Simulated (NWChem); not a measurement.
System: SiH₄O₃; SMILES O[SiH](O)O

```xyz
8

Si     0.0780    -0.0053     0.4813
O     -1.3474     0.1970    -0.3444
O      0.5815    -1.5225     0.0660
O      1.2549     1.0760     0.0748
H     -0.1230     0.1912     1.9353
H     -1.8668     0.9796    -0.1403
H     -0.1096    -2.1090    -0.2555
H      1.6778     0.9361    -0.7784
```
Atoms are numbered in this order, from 1.

Results from NWChem. Pople sets run with spherical d functions. Structure relaxed at the PBE0/def2-SVP level. Atomic charges in e: unrestrained fits to the electrostatic potential beside Mulliken populations; buried atoms are poorly determined by the fit.

For level Hartree-Fock/6-31G*:

```
Property      Result
------------  ------
ESP Si1         1.34
Mulliken Si1    1.42
ESP O2         -0.85
Mulliken O2    -0.91
ESP O3         -0.82
Mulliken O3    -0.90
ESP O4         -0.82
Mulliken O4    -0.88
```

How do the values read with level B3LYP/def2-SVP instead?


* **ESP Si1**: 1.12
* **Mulliken Si1**: 0.79
* **ESP O2**: -0.74
* **Mulliken O2**: -0.41
* **ESP O3**: -0.71
* **Mulliken O3**: -0.40
* **ESP O4**: -0.71
* **Mulliken O4**: -0.39
